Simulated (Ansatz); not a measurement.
Two members of one family (Same ligands, another metal), computed with Ansatz in the gas phase. The two geometries come from different levels. HOMO and LUMO are taken over both spins. The spins of the ions were chosen, not always searched. Names give formal oxidation states. A dash marks a value that wasn't run or was left out as unsound. The structures are stationary points that may keep the symmetry of their start. Remarks come from the PBE and PBE0 runs and from stability tests at other levels; not every state was tested. HOMO above LUMO (over both spins in singlets and doublets, within one spin in higher multiplets; at PBE or PBE0), or a gap under 0.15 eV within one spin, warns that the state may not be the lowest or that an electron is smeared out.

First: [V(H2O)6]2+ (quartet, charge 2, PBE-D4/def2-SVP geometry; oxidised ion triplet, reduced ion quintet).

```xyz
19

V     0.0010   -0.0011    0.0000
O    -0.4187   -0.4274   -2.0486
H    -0.5709   -1.3206   -2.4182
H    -0.4438    0.1912   -2.8045
O     0.4258    0.4289    2.0471
H     0.5847    1.3231    2.4091
H     0.4546   -0.1865    2.8060
O     2.0923   -0.2583   -0.3387
H     2.5357   -0.5061   -1.1739
H     2.7960   -0.1795    0.3355
O    -2.0892    0.2596    0.3432
H    -2.7959    0.1864   -0.3269
H    -2.5280    0.4977    1.1836
O    -0.2190   -2.0879    0.3972
H    -1.0373   -2.5320    0.6930
H     0.4902   -2.7586    0.4426
O     0.2092    2.0849   -0.3999
H    -0.5085    2.7478   -0.4449
H     1.0217    2.5386   -0.7016
```

```csv
level,HOMO (eV),LUMO (eV),gap (eV),vertical IE (eV),vertical EA (eV)
PBE-D4/def2-SVP,-11.06,-8.83,2.23,–,–
PBE-D4/def2-TZVP,-11.45,-9.26,2.19,15.50,7.07
r2SCAN-D4/def2-TZVP,-11.93,-8.56,3.37,15.83,6.69
PBE0-D4/def2-SVP,-13.30,-7.78,5.52,–,–
PBE0-D4/def2-TZVP,-13.56,-7.98,5.58,16.01,6.68
```

Metal–donor distances: 6 × O 2.13 Å. Remarks: spin-contaminated (⟨S²⟩ up to 1.75) (doublet).

Second: [Co(H2O)6]2+ (quartet, charge 2, r2SCAN-D4/def2-SVP geometry; oxidised ion quintet, reduced ion triplet).

```xyz
19

Co    0.002   -0.001    0.001
O     1.254   -0.726    1.503
H     1.634   -0.193    2.219
H     1.461   -1.651    1.708
O    -1.252    0.724   -1.502
H    -1.631    0.193   -2.220
H    -1.454    1.651   -1.710
O     1.617   -0.226   -1.299
H     2.537   -0.369   -1.025
H     1.634   -0.086   -2.258
O    -1.617    0.226    1.296
H    -1.643    0.088    2.257
H    -2.534    0.375    1.014
O     0.591    1.914    0.579
H     1.399    2.391    0.334
H     0.034    2.545    1.062
O    -0.591   -1.915   -0.576
H    -1.400   -2.390   -0.323
H    -0.040   -2.551   -1.060
```

**Question.** What does the change do? Estimate second minus first.

**Answer.** 
```
              level  Δ HOMO (eV)  Δ LUMO (eV)  Δ gap (eV)  Δ vertical IE (eV)  Δ vertical EA (eV)
    PBE-D4/def2-SVP        -1.98        -3.31       -1.33                   –                   –
   PBE-D4/def2-TZVP        -2.08        -3.41       -1.33                1.86                1.47
r2SCAN-D4/def2-TZVP        -2.06        -3.41       -1.34                1.88                1.48
   PBE0-D4/def2-SVP        -2.50        -1.78        0.72                   –                   –
  PBE0-D4/def2-TZVP        -2.55        -2.04        0.51                2.32                1.22
```

Metal–donor distances: 6 × O 2.08 to 2.09 Å. Remarks: spin-contaminated (⟨S²⟩ up to 1.40) (doublet), gap within one spin near zero at PBE or PBE0 (+3 quintet), gap within one spin near zero at PBE or PBE0 (+1 triplet).
